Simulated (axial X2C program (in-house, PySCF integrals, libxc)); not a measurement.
# Nuclear properties of TcH

Computed with an in-house all-electron X2C program for linear molecules (integrals from PySCF): two-component X2C with atomic mean-field Coulomb and Gaunt terms, Gaussian nuclei, basis Tc dyall-cv3z, H dyall-v3z with contracted cores.

R = 1.647 Å (near the PBE0 minimum at charge 0 of the determinant lowest at the starting distance; the state shown can have its own minimum elsewhere).

Input and command:
```json
{"zs": [43, 1], "q": 0, "bas": ["dyall-cv3z", "dyall-v3z"], "r0": 1.6, "levels": ["PBE0", "HF", "BP86", "B3LYP", "PBE"], "nst": 3}
```
```bash
python soeom.py task.json out
```

Keys: zs atomic numbers; q charge; bas basis sets; r0 starting distance in Å; levels methods; nst determinants followed.

Determinant lowest in the PBE0 search, Ω = 3 (⟨Sz⟩ = 2.00, ⟨Lz⟩ = 1.00 at PBE0), spin on the atoms Tc 2.07, H -0.07:

```
level  Eeff magnitude (GV/cm)  Ws magnitude Tc (kHz)  A∥/gI Tc (MHz)  qzz Tc (a.u.)  A∥/gI H (MHz)  qzz H (a.u.)  μ (D)
 PBE0                   0.103                 0.0406             529          -1.98          -1.84          0.11  -2.42
 BP86                    0.28                 0.0631             595          -1.87         -0.427          0.11  -2.01
B3LYP                   0.246                 0.0594             547          -1.96          -1.22          0.11  -2.31
  PBE                   0.249                 0.0596             579          -1.91         -0.716          0.11  -2.05
```

Determinant 0.05 eV from it at PBE0 and this distance, Ω = 2 (⟨Sz⟩ = 2.00, ⟨Lz⟩ = 0.00 at PBE0), spin on the atoms Tc 2.06, H -0.07:

```tsv
level	Eeff magnitude (GV/cm)	Ws magnitude Tc (kHz)	A∥/gI Tc (MHz)	qzz Tc (a.u.)	A∥/gI H (MHz)	qzz H (a.u.)	μ (D)
PBE0	0.814	0.164	-136	-1.92	-4.25	0.10	-2.52
BP86	0.143	0.00653	-49.4	-1.59	-3.81	0.10	-2.13
B3LYP	1.05	0.218	-172	-1.77	-3.32	0.10	-2.31
PBE	0.263	0.0363	-72.1	-1.60	-4	0.10	-2.15
```

Eeff is the effective electric field on the electron electric dipole moment in this Ω state and Ws the scalar–pseudoscalar constant of the nucleus named (defined with the proton number Z and per Ω); A∥ (defined per Ω) follows by multiplying with gI = μI/(I μN); qzz is the electric field gradient, eQq0 = 234.96 MHz × Q/barn × qzz; μ is positive if the H end (last atom) is positive. The operators were transformed with the bare-nucleus X2C matrices; with these basis sets, hyperfine constants and field gradients can be off by tens of per cent, and where levels differ in sign neither size nor sign is settled.

Each state is one determinant with collinear spin, which with several unpaired electrons need not be a pure state. With several open shells hyperfine constants can be off by a factor of several. Where Eeff spreads by more than a factor of two the levels disagree and none is to be relied on. Open-shell Ω = 0 determinants with evenly filled partner blocks cannot be reached by this program, so the Ω shown need not be the lowest component. Left out as unconverged or as another state under the same occupation: HF in at least one table. At B3LYP a later determinant lies lower. States lie within half an eV, so the first need not be the ground state. Further determinants of the search, some of them spin-mixed, are not shown. Where a field gradient or hyperfine factor spreads by more than a factor of two over the levels, a constant derived from it is not to be relied on. PBE0 term energies can be off by some tenths of an eV.
